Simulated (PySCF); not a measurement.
Species: C5H9NO2.
Atom-mapped SMILES: `[CH2:1]=[CH:2][NH:3][C:4](=[O:5])[CH2:6][O:7][CH3:8]` (hydrogens: H9, H10 on C1; H11 on C2; H12 on N3; H13, H14 on C6; H15, H16, H17 on C8)

Structure used (PBE0-D3(BJ)/def2-SVP), in Å, numbered top down from 1:
```
atom  x, y, z in Å
C1    -2.403    1.970   -0.166
C2    -1.724    1.103    0.592
N3    -0.494    0.557    0.265
C4     0.162   -0.343    1.058
O5    -0.256   -0.759    2.116
C6     1.478   -0.826    0.457
O7     1.994    0.016   -0.532
C8     2.710    1.108   -0.021
H9    -3.369    2.347    0.173
H10   -2.025    2.323   -1.129
H11   -2.095    0.742    1.555
H12   -0.035    0.804   -0.607
H13    2.183   -0.988    1.292
H14    1.286   -1.808   -0.006
H15    3.589    0.776    0.563
H16    3.061    1.705   -0.874
H17    2.087    1.752    0.629
```

Linear response at B3LYP/def2-SVPD (PySCF, frozen core in the response, non-relativistic). The structure is a single PBE0-D3(BJ)/def2-SVP conformer in the gas phase; no vibrational or solvent corrections.

Static isotropic polarisability: 82.83 au (12.27 Å³), principal values 59.8, 78.5, 110.1 au.

**Question.** What is the polarisability at 1064 nm and at the sodium D line?

**Answer.** 83.83 au at 1064 nm (+1.2 %), 86.31 au at 589.3 nm (+4.2 %). The rise at 589.3 nm is 3.49 times that at 1064 nm; a pure ω² law gives 3.26. The lowest singlet lies at 243 nm, shorter than both wavelengths.

**Question.** What is the isotropic C6 coefficient between two such molecules, C6 = (3/π)∫α(iω)² dω?

**Answer.** 2737 au (Eh·bohr⁶) by a ten-point quadrature over imaginary frequencies, which is 1640 eV·Å⁶ or 158 J·nm⁶/mol.

**Question.** Which effective excitation energy ω̄ makes London's formula C6 = (3/4)α²ω̄ exact here?

**Answer.** ω̄ = 4·C6/(3α²) = 0.532 Eh = 14.5 eV. A one-pole form α(ω) = α/(1 − ω²/ω̄²) fitted to the 1064 nm value gives 10.7 eV.

**Question.** How anisotropic is the static polarisability, by Δα² = ½[(α1 − α2)² + (α2 − α3)² + (α3 − α1)²]?

**Answer.** Δα = 44.1 au, or 0.53 of the isotropic value.

**Question.** The lowest 6 singlets have (eV, f): 5.10, 0.001; 5.64, 0.432; 5.93, 0.053; 6.52, 0.034; 6.64, 0.015; 6.71, 0.027. What share of the static polarisability do they carry in the sum over states α = Σ f/ω²?

**Answer.** 12.50 au, 15.1 % of α; the largest term, 10.07 au, is that of the state at 5.64 eV. Their oscillator strengths add up to 0.56. Higher states carry the rest.

**Question.** What three-body coefficient follows from the one-pole estimate C9 = (3/4)·α·C6?

**Answer.** 170000 au. This is an estimate from the two numbers above, not a computed integral.
